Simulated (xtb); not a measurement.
C₅H₉O (SMILES [OH+]=C1CCCC1), charge +1, singlet, geometry from GFN2-xTB; GFN1-xTB (xtb).

xtb was given this input:
```
$ xtb mol.xyz --gfn 1 --chrg 1 --grad --json

# file mol.xyz
15

O      1.98331428    -0.63990152    -0.02728142
C      0.78245456    -0.23407416    -0.00464625
C      0.31689025     1.12909171     0.26854165
C     -1.16730756     1.11833699    -0.12427967
C     -1.58915877    -0.33179118     0.12646995
C     -0.34204424    -1.13686668    -0.25687164
H      2.68935033     0.01943392     0.12315407
H      0.41019061     1.29208358     1.35221572
H      0.91336981     1.90936287    -0.20995171
H     -1.75480918     1.82761363     0.45161533
H     -1.27179405     1.36978737    -1.17969754
H     -1.82052009    -0.48585570     1.18041121
H     -2.46133190    -0.61574005    -0.45514328
H     -0.34313553    -1.35910584    -1.33335732
H     -0.23283981    -2.10654762     0.23372077
```

Output, abridged:

```
   ID    Z sym.   atoms
    1    8 O      1
    2    6 C      2-6
    3    1 H      7-15

           -------------------------------------------------
          |                Calculation Setup                |
           -------------------------------------------------

           -------------------------------------------------
          |                 G F N 1 - x T B                 |
           -------------------------------------------------

          ...................................................
          :                      SETUP                      :
          :.................................................:
          :  # basis functions                  42          :
          :  # atomic orbitals                  42          :
          :  # shells                           30          :
          :  # electrons                        34          :
          :  # halogen bonds                     0          :
          :  max. iterations                   250          :
          :  Hamiltonian                  GFN1-xTB          :
          :  restarted?                      false          :
          :  GBSA solvation                  false          :
          :  PC potential                    false          :
          :  electronic temp.          300.0000000     K    :
          :  accuracy                    1.0000000          :
          :  -> integral cutoff          0.2500000E+02      :
          :  -> integral neglect         0.1000000E-07      :
          :  -> SCF convergence          0.1000000E-05 Eh   :
          :  -> wf. convergence          0.2000000E-04 e    :
          :  Broyden damping             0.4000000          :
          :  net charge                          1          :
          :  unpaired electrons                  0          :
          ...................................................

 iter      E             dE          RMSdq      gap      omega  full diag
   1    -19.7933519 -0.197934E+02  0.802E+00    5.61       0.0  T
   2    -19.8900266 -0.966746E-01  0.475E+00    3.38       1.0  T
   3    -19.8893315  0.695100E-03  0.123E+00    3.39       1.0  T
   4    -19.8935034 -0.417195E-02  0.125E-01    3.08       1.0  T
   5    -19.8936604 -0.157021E-03  0.335E-02    3.22       1.0  T
   6    -19.8936681 -0.764399E-05  0.157E-02    3.19       1.6  T
   7    -19.8936732 -0.515098E-05  0.396E-03    3.20       6.5  T
   8    -19.8936735 -0.289992E-06  0.216E-04    3.21     119.7  T
[...]
         :: total energy             -19.652249916923 Eh    ::
[...]
     5C    -0.05359 -0.16281   1.039  3.014  0.000
     6C    -0.06740 -0.16780   1.043  3.024  0.000
     7H     0.43445  0.60176   0.566  0.000  0.000
     8H     0.12372  0.18043   0.876  0.000  0.000
     9H     0.10397  0.15999   0.896  0.000  0.000
    10H     0.08290  0.13778   0.917  0.000  0.000
    11H     0.06689  0.12268   0.933  0.000  0.000
    12H     0.06740  0.12318   0.933  0.000  0.000
    13H     0.08318  0.13811   0.917  0.000  0.000
    14H     0.13089  0.18793   0.869  0.000  0.000
    15H     0.11982  0.17647   0.880  0.000  0.000

Wiberg/Mayer (AO) data.
largest (>0.10) Wiberg bond orders for each atom

 ---------------------------------------------------------------------------
     #   Z sym  total        # sym  WBO       # sym  WBO       # sym  WBO
 ---------------------------------------------------------------------------
     1   8 O    2.312 --     2 C    1.384     7 H    0.790
     2   6 C    3.720 --     1 O    1.384     6 C    1.087     3 C    1.078
     3   6 C    3.980 --     2 C    1.078     4 C    0.990     9 H    0.939
                             8 H    0.895
     4   6 C    3.982 --     5 C    1.008     3 C    0.990    11 H    0.977
                            10 H    0.974
     5   6 C    3.984 --     4 C    1.008     6 C    0.995    12 H    0.977
                            13 H    0.974
     6   6 C    3.976 --     2 C    1.087     5 C    0.995    15 H    0.930
                            14 H    0.889
     7   1 H    0.818 --     1 O    0.790
     8   1 H    0.987 --     3 C    0.895
     9   1 H    0.990 --     3 C    0.939
    10   1 H    0.995 --     4 C    0.974
    11   1 H    0.996 --     4 C    0.977
    12   1 H    0.996 --     5 C    0.977
    13   1 H    0.995 --     5 C    0.974
    14   1 H    0.985 --     6 C    0.889
    15   1 H    0.986 --     6 C    0.930
 ---------------------------------------------------------------------------

Topologies differ in total number of bonds
Writing topology from bond orders to xtbtopo.mol

 dipole moment from electron density (au)
     X       Y       Z
   1.2214   0.4661   0.1473  total (Debye):    3.344

           -------------------------------------------------
          | TOTAL ENERGY              -19.652249916923 Eh   |
          | GRADIENT NORM               0.012170224650 Eh/α |
          | HOMO-LUMO GAP               3.206442201123 eV   |
           -------------------------------------------------

normal termination of xtb
```
